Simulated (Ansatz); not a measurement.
GaH$_{7}$O$_{4}$Si, SMILES `[OH][Ga-]([OH])([OH])[OH+][SiH3]`, relaxed with RKS PBE-D4/def2-SVP in Ansatz from a rough embedded geometry. The force threshold is 0.03 eV/Å; the program also tests the step.

The species carries charge 0 and has multiplicity 1.

Start:

```xyz
13

O     0.189   -1.895   -0.842
Ga   -0.841   -0.546   -0.193
O    -2.305   -1.314    0.543
O    -1.365    0.594   -1.450
O     0.096    0.375    1.095
Si    1.460    1.101    0.313
H     0.536   -1.495   -1.729
H    -1.935   -1.850    1.353
H    -1.834    1.383   -1.042
H     0.447   -0.292    1.690
H     2.291    0.050   -0.264
H     1.006    2.027   -0.725
H     2.257    1.862    1.251
```

| step | energy (eV) | largest force (eV/Å) | largest move (Å) |
| --- | --- | --- | --- |
| 1 | -68523.5453 | 3.924 | 0.000 |
| 2 | -68524.4933 | 2.241 | 0.195 |
| 3 | -68524.7859 | 1.336 | 0.158 |
| 4 | -68524.8597 | 0.845 | 0.200 |
| 5 | -68524.9129 | 0.863 | 0.118 |
| 6 | -68524.9534 | 0.137 | 0.200 |
| 7 | -68524.9800 | 0.332 | 0.200 |
| 8 | -68525.0146 | 0.574 | 0.190 |
| 9 | -68525.0498 | 0.396 | 0.194 |
| 10 | -68525.0864 | 0.325 | 0.195 |
| 11 | -68525.1207 | 0.348 | 0.194 |
| 12 | -68525.1404 | 0.242 | 0.190 |
| 13 (rejected) | -68525.0908 | 0.498 | 0.144 |
| 14 | -68525.1514 | 0.130 | 0.070 |
| 15 | -68525.1526 | 0.176 | 0.075 |
| 16 | -68525.1552 | 0.067 | 0.018 |
| 17 | -68525.1562 | 0.033 | 0.026 |
| 18 | -68525.1573 | 0.050 | 0.050 |
| 19 | -68525.1580 | 0.060 | 0.057 |
| 20 | -68525.1582 | 0.091 | 0.015 |
| 21 | -68525.1584 | 0.052 | 0.015 |
| 22 | -68525.1586 | 0.029 | 0.012 |

End:

```xyz
13

O     0.383   -1.214   -1.260
Ga   -1.057   -0.424   -0.475
O    -1.584   -1.096    1.162
O    -2.174    0.533   -1.518
O     0.103    0.811    0.785
Si    1.809    0.830    0.493
H     0.393   -1.048   -2.220
H    -1.471   -2.061    1.224
H    -2.970    0.794   -1.019
H    -0.228    0.236    1.529
H     2.424   -0.515    0.723
H     1.984    1.342   -0.898
H     2.389    1.810    1.474
```

Run time 44 s (4 threads of an Arm Neoverse V1 on a shared host); peak host memory 0.22 GiB.
